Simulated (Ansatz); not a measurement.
A first, cheap relaxation of CH$_{7}$AlBNO.

```yaml
crystal:
  periodic: [false, false, false]
  atoms:
    - {symbol: B, position_ang: [-2.060700, 0.208500, 0.255100]}
    - {symbol: N, position_ang: [-0.665200, 0.701800, 0.030500]}
    - {symbol: C, position_ang: [0.199700, -0.456800, -0.081300]}
    - {symbol: O, position_ang: [0.360500, -1.146000, 1.147200]}
    - {symbol: Al, position_ang: [2.091100, 0.116200, -0.603500]}
    - {symbol: H, position_ang: [-2.413300, -0.309800, 1.226300]}
    - {symbol: H, position_ang: [-2.912900, 0.519600, -0.551400]}
    - {symbol: H, position_ang: [-0.606600, 1.224100, -0.892900]}
    - {symbol: H, position_ang: [-0.103800, -1.133700, -0.828700]}
    - {symbol: H, position_ang: [0.534200, -0.497800, 1.876800]}
    - {symbol: H, position_ang: [2.731500, -0.408400, -1.921300]}
    - {symbol: H, position_ang: [2.922400, 1.127100, 0.377100]}
basis:
  gaussian: {orbitals: def2-SVP}
hamiltonian: {xc: pbe, dispersion: d4}
relax: {f_tol: 0.03, max_steps: 200}
```

```sh
$ ansatz run in.yaml --threads 4 --pin off --events-out ev --progress --plain --max-ram 10444MiB
```

Output, abridged:

```
Functional definition: PBE
mean field -11942.99011811 eV, -438.8967915910 hartree, gradient 1.9e-5 eV, S^2 0.000000; 0 other end points of the search recorded, 0 dependent functions left out
relax step   1: F+E_penalty+E_count = -11943.21688418 eV  Δ(F+E_penalty+E_count) = +0.000e0 eV  max|allowed force component| = 3.019e0 eV/Å  Δτ_max = 0.0000 Å  (29 SCF iters, accepted)
mean field -11943.54849284 eV, -438.9173114838 hartree, gradient 2.0e-5 eV, S^2 0.000000; 0 other end points of the search recorded, 0 dependent functions left out
relax step   2: F+E_penalty+E_count = -11943.77293394 eV  Δ(F+E_penalty+E_count) = -5.560e-1 eV  max|allowed force component| = 2.014e0 eV/Å  Δτ_max = 0.1981 Å  (36 SCF iters, accepted)
mean field -11943.81672430 eV, -438.9271688082 hartree, gradient 2.3e-5 eV, S^2 0.000000; 0 other end points of the search recorded, 0 dependent functions left out
relax step   3: F+E_penalty+E_count = -11944.03974877 eV  Δ(F+E_penalty+E_count) = -2.668e-1 eV  max|allowed force component| = 7.753e-1 eV/Å  Δτ_max = 0.1976 Å  (27 SCF iters, accepted)
mean field -11944.04939145 eV, -438.9357191682 hartree, gradient 1.4e-5 eV, S^2 0.000000; 0 other end points of the search recorded, 0 dependent functions left out
relax step   4: F+E_penalty+E_count = -11944.27207993 eV  Δ(F+E_penalty+E_count) = -2.323e-1 eV  max|allowed force component| = 5.313e-1 eV/Å  Δτ_max = 0.1998 Å  (29 SCF iters, accepted)
mean field -11944.18230273 eV, -438.9406035677 hartree, gradient 1.7e-5 eV, S^2 0.000000; 0 other end points of the search recorded, 0 dependent functions left out
relax step   5: F+E_penalty+E_count = -11944.40488889 eV  Δ(F+E_penalty+E_count) = -1.328e-1 eV  max|allowed force component| = 9.318e-1 eV/Å  Δτ_max = 0.2000 Å  (36 SCF iters, accepted)
mean field -11944.27632096 eV, -438.9440586742 hartree, gradient 9.9e-6 eV, S^2 0.000000; 0 other end points of the search recorded, 0 dependent functions left out
relax step   6: F+E_penalty+E_count = -11944.49895736 eV  Δ(F+E_penalty+E_count) = -9.407e-2 eV  max|allowed force component| = 3.474e-1 eV/Å  Δτ_max = 0.1945 Å  (29 SCF iters, accepted)
mean field -11944.35857711 eV, -438.9470815316 hartree, gradient 2.4e-5 eV, S^2 0.000000; 0 other end points of the search recorded, 0 dependent functions left out
relax step   7: F+E_penalty+E_count = -11944.58159522 eV  Δ(F+E_penalty+E_count) = -8.264e-2 eV  max|allowed force component| = 3.156e-1 eV/Å  Δτ_max = 0.1994 Å  (28 SCF iters, accepted)
mean field -11944.48845005 eV, -438.9518542742 hartree, gradient 1.4e-5 eV, S^2 0.000000; 0 other end points of the search recorded, 0 dependent functions left out
relax step   8: F+E_penalty+E_count = -11944.71287896 eV  Δ(F+E_penalty+E_count) = -1.313e-1 eV  max|allowed force component| = 3.667e-1 eV/Å  Δτ_max = 0.1964 Å  (29 SCF iters, accepted)
mean field -11944.59677228 eV, -438.9558350427 hartree, gradient 1.6e-5 eV, S^2 0.000000; 0 other end points of the search recorded, 0 dependent functions left out
relax step   9: F+E_penalty+E_count = -11944.82285077 eV  Δ(F+E_penalty+E_count) = -1.100e-1 eV  max|allowed force component| = 5.324e-1 eV/Å  Δτ_max = 0.1954 Å  (37 SCF iters, accepted)
mean field -11944.65018370 eV, -438.9577978764 hartree, gradient 2.4e-5 eV, S^2 0.000000; 0 other end points of the search recorded, 0 dependent functions left out
relax step  10: F+E_penalty+E_count = -11944.87758535 eV  Δ(F+E_penalty+E_count) = -5.473e-2 eV  max|allowed force component| = 4.842e-1 eV/Å  Δτ_max = 0.1950 Å  (29 SCF iters, accepted)
mean field -11944.73118182 eV, -438.9607745022 hartree, gradient 1.2e-5 eV, S^2 0.000000; 0 other end points of the search recorded, 0 dependent functions left out
relax step  11: F+E_penalty+E_count = -11944.95937079 eV  Δ(F+E_penalty+E_count) = -8.179e-2 eV  max|allowed force component| = 2.763e-1 eV/Å  Δτ_max = 0.1999 Å  (29 SCF iters, accepted)
mean field -11944.75673633 eV, -438.9617136132 hartree, gradient 2.1e-5 eV, S^2 0.000000; 0 other end points of the search recorded, 0 dependent functions left out
relax step  12: F+E_penalty+E_count = -11944.98376855 eV  Δ(F+E_penalty+E_count) = -2.440e-2 eV  max|allowed force component| = 2.323e-1 eV/Å  Δτ_max = 0.1999 Å  (28 SCF iters, accepted)
mean field -11944.76785695 eV, -438.9621222886 hartree, gradient 1.8e-5 eV, S^2 0.000000; 0 other end points of the search recorded, 0 dependent functions left out
relax step  13: F+E_penalty+E_count = -11944.99494103 eV  Δ(F+E_penalty+E_count) = -1.117e-2 eV  max|allowed force component| = 1.674e-1 eV/Å  Δτ_max = 0.0772 Å  (30 SCF iters, accepted)
mean field -11944.77302894 eV, -438.9623123554 hartree, gradient 1.7e-5 eV, S^2 0.000000; 0 other end points of the search recorded, 0 dependent functions left out
relax step  14: F+E_penalty+E_count = -11945.00033827 eV  Δ(F+E_penalty+E_count) = -5.397e-3 eV  max|allowed force component| = 2.402e-1 eV/Å  Δτ_max = 0.0807 Å  (30 SCF iters, accepted)
mean field -11944.77022159 eV, -438.9622091873 hartree, gradient 1.5e-5 eV, S^2 0.000000; 0 other end points of the search recorded, 0 dependent functions left out
relax step  15: F+E_penalty+E_count = -11944.99793044 eV  Δ(F+E_penalty+E_count) = +2.408e-3 eV  max|allowed force component| = 2.957e-1 eV/Å  Δτ_max = 0.0654 Å  (30 SCF iters, rejected (line search))
mean field -11944.77759090 eV, -438.9624800044 hartree, gradient 1.6e-5 eV, S^2 0.000000; 0 other end points of the search recorded, 0 dependent functions left out
relax step  16: F+E_penalty+E_count = -11945.00498895 eV  Δ(F+E_penalty+E_count) = -4.651e-3 eV  max|allowed force component| = 6.930e-2 eV/Å  Δτ_max = 0.0318 Å  (31 SCF iters, accepted)
mean field -11944.77844720 eV, -438.9625114730 hartree, gradient 1.6e-5 eV, S^2 0.000000; 0 other end points of the search recorded, 0 dependent functions left out
relax step  17: F+E_penalty+E_count = -11945.00584940 eV  Δ(F+E_penalty+E_count) = -8.605e-4 eV  max|allowed force component| = 6.732e-2 eV/Å  Δτ_max = 0.0287 Å  (31 SCF iters, accepted)
mean field -11944.77867998 eV, -438.9625200277 hartree, gradient 1.6e-5 eV, S^2 0.000000; 0 other end points of the search recorded, 0 dependent functions left out
relax step  18: F+E_penalty+E_count = -11945.00615343 eV  Δ(F+E_penalty+E_count) = -3.040e-4 eV  max|allowed force component| = 5.020e-2 eV/Å  Δτ_max = 0.0301 Å  (31 SCF iters, accepted)
mean field -11944.77877760 eV, -438.9625236149 hartree, gradient 1.6e-5 eV, S^2 0.000000; 0 other end points of the search recorded, 0 dependent functions left out
relax step  19: F+E_penalty+E_count = -11945.00625256 eV  Δ(F+E_penalty+E_count) = -9.913e-5 eV  max|allowed force component| = 3.801e-2 eV/Å  Δτ_max = 0.0098 Å  (32 SCF iters, accepted)
mean field -11944.77898159 eV, -438.9625311116 hartree, gradient 1.6e-5 eV, S^2 0.000000; 0 other end points of the search recorded, 0 dependent functions left out
relax step  20: F+E_penalty+E_count = -11945.00644109 eV  Δ(F+E_penalty+E_count) = -1.885e-4 eV  max|allowed force component| = 1.432e-2 eV/Å  Δτ_max = 0.0094 Å  (33 SCF iters, accepted)
mean field -11944.77898159 eV, -438.9625311116 hartree, gradient 1.9e-5 eV, S^2 0.000000; 1 other end points of the search recorded, 0 dependent functions left out
Total energy: -11945.00648684 eV, -438.9708917751 hartree
Atom 0 at    -2.204723     0.227412     0.142363 Å, force    -0.001661    -0.003627     0.004872 eV/Å
Atom 1 at    -0.833090     0.472917    -0.073626 Å, force    -0.010193     0.012796    -0.009592 eV/Å
Atom 2 at     0.164751    -0.491917    -0.366447 Å, force     0.007897    -0.013272     0.005875 eV/Å
Atom 3 at     1.047439    -0.777991     0.913301 Å, force    -0.007373     0.001942     0.010257 eV/Å
Atom 4 at     2.077068     0.001967    -0.572463 Å, force     0.014317     0.005959     0.006237 eV/Å
Atom 5 at    -2.595186    -0.924233     0.144835 Å, force     0.002511     0.000967     0.000538 eV/Å
Atom 6 at    -2.945149     1.176396     0.310221 Å, force     0.000208    -0.001291    -0.000601 eV/Å
Atom 7 at    -0.508272     1.445684    -0.117337 Å, force     0.002627     0.005094    -0.000726 eV/Å
Atom 8 at    -0.298459    -1.465965    -0.604285 Å, force    -0.002636    -0.001001    -0.002705 eV/Å
Atom 9 at     0.672262    -0.284259     1.672627 Å, force     0.001853    -0.008543    -0.004954 eV/Å
Atom 10 at     3.188200    -1.001614    -1.118660 Å, force    -0.005462    -0.001295    -0.005287 eV/Å
Atom 11 at     2.312060     1.566402    -0.296629 Å, force    -0.002087     0.002271    -0.003913 eV/Å
Dipole moment:    -0.111012     0.157097     0.226085 e Å
```

It took 25 s on 4 threads of an Arm Neoverse V2 on a shared host, with 0.18 GiB of host memory at the peak.
